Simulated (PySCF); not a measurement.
C6H11F3.
Structure used (PBE0-D3(BJ)/def2-SVP), in Å, numbered top down from 1:
```
atom  x, y, z in Å
C1     2.9221   -0.1629   -0.0598
C2     1.4873    0.0674    0.3870
C3     0.4721   -0.5214   -0.5825
C4    -0.9810   -0.3898   -0.1250
C5    -1.4713    1.0510   -0.0524
C6    -1.8898   -1.2066   -1.0198
F7    -1.8919   -0.7507   -2.2791
F8    -3.1569   -1.1825   -0.5895
F9    -1.5176   -2.4916   -1.0663
H10    3.6424    0.2621    0.6551
H11    3.1129    0.3014   -1.0406
H12    3.1418   -1.2386   -0.1569
H13    1.3324   -0.3777    1.3861
H14    1.3113    1.1495    0.5076
H15    0.7002   -1.5895   -0.7303
H16    0.5800   -0.0448   -1.5727
H17   -1.0812   -0.8559    0.8711
H18   -2.5324    1.0959    0.2297
H19   -1.3537    1.5512   -1.0260
H20   -0.9009    1.6189    0.6947
```

The closed-shell ground state was solved at several levels (PySCF, density fitting, gas phase, non-relativistic).

```
              level  basis functions  total energy (Eh)  HOMO (eV)  LUMO (eV)  gap (eV)  dipole (D)
   wB97X-D/pcSseg-1              208          -534.6116     -11.29       3.15     14.44        2.48
CAM-B3LYP/def2-SVPD              277          -534.2499     -10.81       1.24     12.05        2.62
```

Task: Estimate the row for PBE0/pcSseg-1, a basis of 208 functions; the other rows only guide the guess.

Result: Total energy -534.2016 Eh, HOMO -9.35 eV, LUMO 1.33 eV, gap 10.68 eV, dipole 2.42 D.

Task: Over all these levels, which gives the widest orbital gap and which the narrowest?

Result: wB97X-D/pcSseg-1 (range-separated hybrid) has the widest, 14.44 eV, and PBE0/pcSseg-1 (global hybrid, 25 % exact exchange) the narrowest, 10.68 eV. The two share the basis. From the narrowest to the widest the HOMO moves by -1.94 eV and the LUMO by +1.82 eV.

Task: How far do the dipole and the HOMO energy spread over the levels?

Result: The dipole runs from 2.42 to 2.62 D (mean 2.51 D) and the HOMO from -11.29 to -9.35 eV.

One conformer stands for the species.

wB97X-D is run here without its empirical dispersion term; that term would change no orbital, density or response property at a fixed geometry.
